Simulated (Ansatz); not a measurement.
I₂Pb, charge +1, doublet, geometry from GFN2-xTB (such geometries of metal compounds can be far from the true shape) (a state made from the parent by changing its charge; the spin is typed, not shown lowest) (core potentials on I, Pb). Base run: BLYP/def2-SVP run with Ansatz (a program for electronic structure).

The Ansatz input:
Ansatz 0.2 input:
```yaml
crystal:
  periodic: [false, false, false]
  atoms:
    - {symbol: Pb, position_ang: [-0.01084049, -0.00932550, 1.23050916]}
    - {symbol: I, position_ang: [0.87526343, -1.53023929, -0.95591802]}
    - {symbol: I, position_ang: [-0.85849135, 1.54466741, -0.94788860]}
basis:
  gaussian:
    orbitals: def2-SVP
hamiltonian:
  xc: blyp
total_charge: 1
magnetization: {spin_polarized: true, initial_magnetization: 1}
```

Variants of this job, named by their change:

| change | ΔE vs base (mEh) |
|---|---|
| base | 0.000 |
| final_grid = 4, 8, 17 | 0.012 |
| lower_state_search = off | 0.000 |
| final_grid = 6, 12, 29 | 0.006 |
| forces = on | 0.000 |
| final_grid = 14, 28, 59 | 0.000 |
| lower_state_search = full | 0.000 |
| point_charge = charge:1.0 position_ang:2.2047, 0.5668, -4.575 | 88.324 |
| point_charge = charge:-1.0 position_ang:2.2639, 4.0318, 1.4311 | -112.1 |
| lower_state_search = light | 0.000 |
| nuclear_model = gaussian | 0.000 |
